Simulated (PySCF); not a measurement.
The same groups moved round the core (butadiene methyl+boryl). All species are isolated molecules in the gas phase. One relaxed conformer stands for each flexible species; it need not be the lowest. Strings in code marks are SMILES.

The four lowest singlet excitations (Tamm–Dancoff). All values below come from PBE-D3(BJ)/def2-TZVP // CAM-B3LYP-D3(BJ)/def2-TZVP run with PySCF. Excitations are Tamm–Dancoff values on a coarser integration grid. The basis has no diffuse functions, so Rydberg states are missing or too high.

| state | energy (eV) | wavelength (nm) | oscillator strength |
|---|---|---|---|
| S1 | 4.41 | 281 | 0.000 |
| S2 | 4.67 | 266 | 0.816 |
| S3 | 4.72 | 263 | 0.000 |
| S4 | 5.75 | 215 | 0.001 |

Question: Identify which member gives these states.
A) `B/C=C/C=C\C`
B) `B/C(C=C)=C\C`
C) `B/C(C)=C/C=C`
D) `BC(=C)/C=C\C`

Answer: A, `B/C=C/C=C\C`
